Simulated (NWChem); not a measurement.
# BeHSeF; SMILES [Be]([F])[SeH]

```xyz
4

Be    -0.0092     1.2346     0.0000
F     -0.0186     2.6097     0.0000
Se    -0.0365    -0.8110     0.0000
H      1.4463    -0.8504     0.0000
```
Atoms are numbered in this order, from 1.

Program: NWChem. Pople sets run with spherical d functions. All runs use the structure optimised with B3LYP/6-31G* (spherical d). LC-ωPBE (HJS hole) with 6-31G*; x = 1 − exp(−ω/0.25 bohr⁻¹) is a scale chosen for this fit.

| row | x | −ε(HOMO) (eV) |
|---|---|---|
| ω = 0.10 | 0.330 | 7.58 |
| ω = 0.25 | 0.632 | 9.12 |
| ω = 0.35 | 0.753 | 9.73 |
| ω = 0.40 | 0.798 | 9.96 |
| ω = 0.50 | 0.865 | withheld |

**Question.** Fit a straight line of the last column on the one before it, predict the withheld value, and compare with the run.

**Answer.** 
1. Means of the 4 shown rows: x = 0.6282, y = 9.098. Slope Σ(x − x̄)(y − ȳ)/Σ(x − x̄)² = 0.6780/0.1333 = 5.085; intercept 5.903.
2. The shown rows scatter about the line by 0.002 (root mean square); the largest residual is 0.00, at ω = 0.25.
3. At x = 0.865 (ω = 0.50; beyond the shown range) the line gives 10.30.
4. The run gives 10.28, -0.02 from the line.
